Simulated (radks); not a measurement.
Charge is removed step by step from the 3d down level of the copper ion Cu2+, starting from [Ar] 3d(up 5, down 4). All-electron calculation, non-relativistic Kohn-Sham, PBE, spin-polarised, spherical densities, point nucleus. Program: a radial shooting solver on a logarithmic mesh with Libxc functionals.

[
 {"removed (e)": "0", "E - E(0) (eV)": "0.000", "eigenvalue (eV)": "-29.285", "E minus straight line (eV)": "0.000"},
 {"removed (e)": "0.25", "E - E(0) (eV)": "7.868", "eigenvalue (eV)": "-33.688", "E minus straight line (eV)": "-1.730"},
 {"removed (e)": "0.5", "E - E(0) (eV)": "16.859", "eigenvalue (eV)": "-38.275", "E minus straight line (eV)": "-2.336"},
 {"removed (e)": "0.75", "E - E(0) (eV)": "27.020", "eigenvalue (eV)": "-43.034", "E minus straight line (eV)": "-1.773"},
 {"removed (e)": "1", "E - E(0) (eV)": "38.390", "eigenvalue (eV)": "-47.959", "E minus straight line (eV)": "0.000"}
]

Removing the whole electron costs 38.390 eV by Delta-SCF, against 29.285 eV from minus the eigenvalue at the starting occupation. Slater's transition state (half an electron removed) gives 38.275 eV. Integrating minus the eigenvalue over the occupation (Janak's theorem) gives 38.390 eV. The mean slope of the eigenvalue, de/dn, is 18.7 eV per electron. Ionisation energy of Cu2+ in the NIST Atomic Spectra Database: 36.84 eV (measured).
